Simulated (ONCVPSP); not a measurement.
**PBE ONCV dataset for Os, scalar-relativistic all-electron reference.**

Input for ONCVPSP 4.0.1:

```
# ATOM AND REFERENCE CONFIGURATION
# atsym  z   nc   nv     iexc    psfile
  Os 76.00    9    4        4      upf
#
#   n    l    f
    1    0    2.00
    2    0    2.00
    2    1    6.00
    3    0    2.00
    3    1    6.00
    3    2   10.00
    4    0    2.00
    4    1    6.00
    4    2   10.00
    4    3   14.00
    5    0    2.00
    5    1    6.00
    5    2    6.00
#
# PSEUDOPOTENTIAL AND OPTIMIZATION
# lmax
    3
#
#   l,   rc,      ep,       ncon, nbas, qcut
    0    1.75    0.00    4    8    8.60
    1    1.85    0.00    4    7    9.20
    2    2.20    0.00    5   10    6.70
    3    1.05    0.00    3    8   15.70
#
# LOCAL POTENTIAL
# lloc, lpopt,  rc(5),   dvloc0
    4    4    0.85    3.00
#
# VANDERBILT-KLEINMAN-BYLANDER PROJECTORs
# l, nproj, debl
    0    2    0.90
    1    2    3.80
    2    2    2.00
    3    2    2.00
#
# MODEL CORE CHARGE
# icmod, fcfact, rcfact
    1    0.20    0.00
#
# LOG DERIVATIVE ANALYSIS
# epsh1, epsh2, depsh
   -5.00    5.00    0.04
#
# OUTPUT GRID
# rlmax, drl
    6.00    0.01
#
# TEST CONFIGURATIONS
# ncnf
    4
# nvcnf
#   n    l    f
    5
    4    3   14.00
    5    0    2.00
    5    1    6.00
    5    2    6.00
    6    0    2.00
#
    5
    4    3   14.00
    5    0    2.00
    5    1    6.00
    5    2    6.00
    6    0    1.00
#
    4
    4    3   14.00
    5    0    2.00
    5    1    6.00
    5    2    5.00
#
    5
    4    3   13.00
    5    0    2.00
    5    1    6.00
    5    2    6.00
    6    0    2.00
#
```

Command:

```bash
oncvpsp.x < Os.dat > Os.out
```

Resulting log (shortened: citation, most of the input echo, consistency checks and plot data are left out):

```
ONCVPSP  (Optimized Norm-Conservinng Vanderbilt PSeudopotential)
scalar-relativistic version 4.0.1

#   n    l    f        energy (Ha)
    1    0    2.00    -2.7157082E+03
    2    0    2.00    -4.7347894E+02
    2    1    6.00    -4.1230965E+02
    3    0    2.00    -1.1066935E+02
    3    1    6.00    -9.2711940E+01
    3    2   10.00    -7.2668372E+01
    4    0    2.00    -2.3852937E+01
    4    1    6.00    -1.7964265E+01
    4    2   10.00    -1.0657510E+01
    4    3   14.00    -2.5400843E+00
    5    0    2.00    -3.9949076E+00
    5    1    6.00    -2.5000632E+00
    5    2    6.00    -8.4242710E-01

Reference configufation results
  iterations    22
  all-electron total energy (Ha)   -1.72528797D+04

Begin loop to  construct optimized pseudo wave functions
and semi-local pseudopoentials for all angular momenta

WARNING wellstate: moderately localized bound state found for n= 6 l=  0
WARNING scattering state with energy  0.05000000
WARNING will be used for the first projector

   Wellstate for l =  0  n =  7
     eigenvalue =   0.0500
     asymptotic potential =   0.5500
     half-point radius =  4.1609

Calculating optimized projector #   1

 for l=   0

    Fraction of norm inside rc  0.974556
    Optimizing pswf for qcut=   8.60 a_B^-1,  ecut=  36.94 Ha
    Residual kinetic energy error=  4.32D-08 Ha

    Energy error per electron        Cutoff
         Ha          eV             Ha
         0.01000     0.27211       16.95
         0.00100     0.02721       22.32
         0.00010     0.00272       26.58
         0.00001     0.00027       30.00

Calculating optimized projector #   2

 for l=   0

    Fraction of norm inside rc  0.072480
    Optimizing pswf for qcut=   8.60 a_B^-1,  ecut=  36.94 Ha
    Residual kinetic energy error=  9.87D-08 Ha

    Energy error per electron        Cutoff
         Ha          eV             Ha
         0.01000     0.27211       14.11
         0.00100     0.02721       21.30
         0.00010     0.00272       26.47
         0.00001     0.00027       30.56

   Wellstate for l =  1  n =  7
     eigenvalue =   1.2999
     asymptotic potential =   1.7999
     half-point radius =  3.0056

Calculating optimized projector #   1

 for l=   1

    Fraction of norm inside rc  0.940229
    Optimizing pswf for qcut=   9.21 a_B^-1,  ecut=  42.37 Ha
    Residual kinetic energy error=  4.21D-08 Ha

    Energy error per electron        Cutoff
         Ha          eV             Ha
         0.01000     0.27211        9.81
         0.00100     0.02721       21.15
         0.00010     0.00272       27.95
         0.00001     0.00027       32.82

Calculating optimized projector #   2

 for l=   1

    Fraction of norm inside rc  0.096053
    Optimizing pswf for qcut=   9.21 a_B^-1,  ecut=  42.37 Ha
    Residual kinetic energy error=  3.25D-08 Ha

    Energy error per electron        Cutoff
         Ha          eV             Ha
         0.01000     0.27211        9.10
         0.00100     0.02721       21.75
         0.00010     0.00272       28.87
         0.00001     0.00027       33.51

   Wellstate for l =  2  n =  7
     eigenvalue =   1.1576
     asymptotic potential =   1.6576
     half-point radius =  4.0113

Calculating optimized projector #   1

 for l=   2

    Fraction of norm inside rc  0.799997
    Optimizing pswf for qcut=   6.70 a_B^-1,  ecut=  22.42 Ha
    Residual kinetic energy error=  2.49D-06 Ha

    Energy error per electron        Cutoff
         Ha          eV             Ha
         0.01000     0.27211       12.52
         0.00100     0.02721       15.93
         0.00010     0.00272       18.77
         0.00001     0.00027       21.02

Calculating optimized projector #   2

 for l=   2

    Fraction of norm inside rc  0.120191
    Optimizing pswf for qcut=   6.70 a_B^-1,  ecut=  22.42 Ha
    Residual kinetic energy error=  5.43D-06 Ha

    Energy error per electron        Cutoff
         Ha          eV             Ha
         0.01000     0.27211       12.28
         0.00100     0.02721       16.01
         0.00010     0.00272       19.14
         0.00001     0.00027       22.04

WARNING wellstate: negative energy specified for n= 5 l=  3
WARNING scattering state with energy  0.25000000
WARNING will be used for the first projector

   Wellstate for l =  3  n =  5
     eigenvalue =   0.2500
     asymptotic potential =   0.7500
     half-point radius =  3.4688

Calculating optimized projector #   1

 for l=   3

    Fraction of norm inside rc  0.946018
    Optimizing pswf for qcut=  15.69 a_B^-1,  ecut= 123.12 Ha
    Residual kinetic energy error=  5.10D-05 Ha

    Energy error per electron        Cutoff
         Ha          eV             Ha
         0.01000     0.27211       99.04
         0.00100     0.02721      110.22
         0.00010     0.00272      119.34
         0.00001     0.00027      328.60

Calculating optimized projector #   2

 for l=   3

    Fraction of norm inside rc  0.012664
    Optimizing pswf for qcut=  15.69 a_B^-1,  ecut= 123.12 Ha
    Residual kinetic energy error=  7.61D-06 Ha

    Energy error per electron        Cutoff
         Ha          eV             Ha
         0.01000     0.27211       79.43
         0.00100     0.02721       97.82
         0.00010     0.00272      110.87
         0.00001     0.00027      122.67

Construct Vanderbilt / Kleinmman-Bylander projectors

B matrix Hermiticity error, ll=   0
   1   2   -5.2223E-04

  Orthonormal projector coefficients  1.6426E+01  2.6439E+00

B matrix Hermiticity error, ll=   1
   1   2   -4.8016E-04

  Orthonormal projector coefficients  1.2302E+01  1.8182E+00

B matrix Hermiticity error, ll=   2
   1   2   -1.8035E-04

  Orthonormal projector coefficients  9.1135E+00  1.3510E+00

B matrix Hermiticity error, ll=   3
   1   2    4.1917E-04

  Orthonormal projector coefficients -2.7811E+01 -8.9809E+00

Model core correction analysis
  based on d2Exc/dn_idn_j

d2excae - all-electron derivatives

   -2.741230D-02   -1.129059D-02   -7.763560D-03   -3.076148D-03
   -1.129045D-02   -2.919912D-02   -2.526269D-02   -1.280784D-02
   -7.763672D-03   -2.526533D-02   -2.502233D-02   -1.631678D-02
   -3.079253D-03   -1.284334D-02   -1.640936D-02   -1.744216D-02

d2excps - pseudofunction derivatives with no core correction

   -4.642317D-02   -1.998678D-02   -1.242452D-02   -3.571810D-03
   -1.998688D-02   -2.606791D-02   -2.385490D-02   -1.281521D-02
   -1.242471D-02   -2.385753D-02   -2.433468D-02   -1.646409D-02
   -3.574923D-03   -1.285068D-02   -1.655663D-02   -1.781246D-02

rms 2nd derivative error    5.974048E-03

Polynomial model core charge

d2excps - pseudofunction derivatives with core correction

   -3.353093D-02   -1.564657D-02   -1.034391D-02   -3.237062D-03
   -1.564652D-02   -2.372159D-02   -2.216528D-02   -1.237667D-02
   -1.034405D-02   -2.216786D-02   -2.316443D-02   -1.613835D-02
   -3.240168D-03   -1.241210D-02   -1.623086D-02   -1.771811D-02

rms 2nd derivative error    2.978161E-03

Pseudoatom total energy -426.675097

Diagnostic tests using Vanderbilt-Kleinman-Bylander pseudopotentials
  1 or more projectors used as specified by nproj input data

   l    rcore       rmatch      e in        delta e   norm test  slope test

   0   1.7592928   1.8127088  -3.9949076   0.0000028   1.0002352   1.0002159
   0   1.7592928   1.8127088   0.0500000   0.0000219   1.0002511   1.0002511

   1   1.8566069   1.9129775  -2.5000632   0.0000005   1.0001625   1.0001629
   1   1.8566069   1.9129775   1.2999368   0.0000463   1.0002368   1.0002368

   2   2.2083169   2.2753662  -0.8424271   0.0000003   1.0000711   1.0000832
   2   2.2083169   2.2753662   1.1575729   0.0000338   1.0002038   1.0002038

   3   1.0517482   1.0836816  -2.5400843  -0.0001092   1.0004900   1.0005071
   3   1.0517482   1.0836816   0.2500000  -0.0000605   1.0007812   1.0007812

 Testing for bound ghosts
   n   l    E NL Schr. Eq   E Basis Diag.   E Cutoff

   1   0       -3.994905       -3.994890     85.70

   2   1       -2.500063       -2.500016     65.11

   3   2       -0.842427       -0.842354    113.78

   4   3       -2.540194       -2.539986    352.63

 Testing for highly-localized positive-energy ghosts
       l    <radius>/rc     E Basis Diag.   E Cutoff

       0        0.677785        3.015703     85.70  WARNING - GHOST(+)

Test configuration 0

   n   l     f        eae           eps        diff
   1   0  2.0000-2715.70820885
   2   0  2.0000 -473.47894437
   2   1  6.0000 -412.30964734
   3   0  2.0000 -110.66934890
   3   1  6.0000  -92.71194032
   3   2 10.0000  -72.66837248
   4   0  2.0000  -23.85293710
   4   1  6.0000  -17.96426499
   4   2 10.0000  -10.65750964
   4   3 14.0000   -2.54008427   -2.54019350   -1.09D-04
   5   0  2.0000   -3.99490762   -3.99490483    2.78D-06
   5   1  6.0000   -2.50006319   -2.50006273    4.67D-07
   5   2  6.0000   -0.84242710   -0.84242682    2.88D-07

    Total energies and differences
      AE_ref= -1.72528797D+04  AE_tst= -1.72528797D+04  dif=  0.00D+00
      PS_ref= -4.26675097D+02  PS_tst= -4.26675097D+02  dif= -4.74D-10
      PSP excitation error=  4.74D-10

Test configuration 1

   n   l     f        eae           eps        diff
   1   0  2.0000-2715.07338289
   2   0  2.0000 -472.84936549
   2   1  6.0000 -411.67992553
   3   0  2.0000 -110.03926245
   3   1  6.0000  -92.08184394
   3   2 10.0000  -72.03862519
   4   0  2.0000  -23.22249729
   4   1  6.0000  -17.33391857
   4   2 10.0000  -10.02745036
   4   3 14.0000   -1.91018119   -1.90530733    4.87D-03
   5   0  2.0000   -3.36448080   -3.36255832    1.92D-03
   5   1  6.0000   -1.86832863   -1.86781028    5.18D-04
   5   2  6.0000   -0.22987448   -0.23002068   -1.46D-04
   6   0  2.0000   -0.22589415   -0.22578274    1.11D-04

    Total energies and differences
      AE_ref= -1.72528797D+04  AE_tst= -1.72538533D+04  dif= -9.74D-01
      PS_ref= -4.26675097D+02  PS_tst= -4.27648879D+02  dif= -9.74D-01
      PSP excitation error=  2.15D-04

Test configuration 2

   n   l     f        eae           eps        diff
   1   0  2.0000-2715.37036965
   2   0  2.0000 -473.14411200
   2   1  6.0000 -411.97472877
   3   0  2.0000 -110.33436812
   3   1  6.0000  -92.37695357
   3   2 10.0000  -72.33356469
   4   0  2.0000  -23.51781572
   4   1  6.0000  -17.62919982
   4   2 10.0000  -10.32261326
   4   3 14.0000   -2.20533468   -2.20263301    2.70D-03
   5   0  2.0000   -3.66027807   -3.65916320    1.11D-03
   5   1  6.0000   -2.16520566   -2.16488578    3.20D-04
   5   2  6.0000   -0.51959560   -0.51966230   -6.67D-05
   6   0  1.0000   -0.48294298   -0.48286506    7.79D-05

    Total energies and differences
      AE_ref= -1.72528797D+04  AE_tst= -1.72535014D+04  dif= -6.22D-01
      PS_ref= -4.26675097D+02  PS_tst= -4.27296895D+02  dif= -6.22D-01
      PSP excitation error=  1.89D-04

Test configuration 3

   n   l     f        eae           eps        diff
   1   0  2.0000-2716.21560750
   2   0  2.0000 -473.98818263
   2   1  6.0000 -412.81890238
   3   0  2.0000 -111.17600786
   3   1  6.0000  -93.21860051
   3   2 10.0000  -73.17551167
   4   0  2.0000  -24.35850478
   4   1  6.0000  -18.46982775
   4   2 10.0000  -11.16310435
   4   3 14.0000   -3.04472012   -3.04179855    2.92D-03
   5   0  2.0000   -4.49186805   -4.49090504    9.63D-04
   5   1  6.0000   -2.98701657   -2.98673409    2.82D-04
   5   2  5.0000   -1.28566109   -1.28556460    9.65D-05

    Total energies and differences
      AE_ref= -1.72528797D+04  AE_tst= -1.72518196D+04  dif=  1.06D+00
      PS_ref= -4.26675097D+02  PS_tst= -4.25614849D+02  dif=  1.06D+00
      PSP excitation error= -1.43D-04

Test configuration 4

   n   l     f        eae           eps        diff
   1   0  2.0000-2715.88962521
   2   0  2.0000 -473.70424842
   2   1  6.0000 -412.52948068
   3   0  2.0000 -110.95354141
   3   1  6.0000  -92.99503578
   3   2 10.0000  -72.94692155
   4   0  2.0000  -24.07706927
   4   1  6.0000  -18.17236989
   4   2 10.0000  -10.84822490
   4   3 13.0000   -2.70320311   -2.65083973    5.24D-02
   5   0  2.0000   -3.93012138   -3.95228215   -2.22D-02
   5   1  6.0000   -2.38671763   -2.39523042   -8.51D-03
   5   2  6.0000   -0.64719551   -0.64330984    3.89D-03
   6   0  2.0000   -0.53072888   -0.53280013   -2.07D-03

    Total energies and differences
      AE_ref= -1.72528797D+04  AE_tst= -1.72515545D+04  dif=  1.33D+00
      PS_ref= -4.26675097D+02  PS_tst= -4.25379517D+02  dif=  1.30D+00
      PSP excitation error=  2.97D-02
```

The run took about 4.1 s on one core of a shared server CPU.
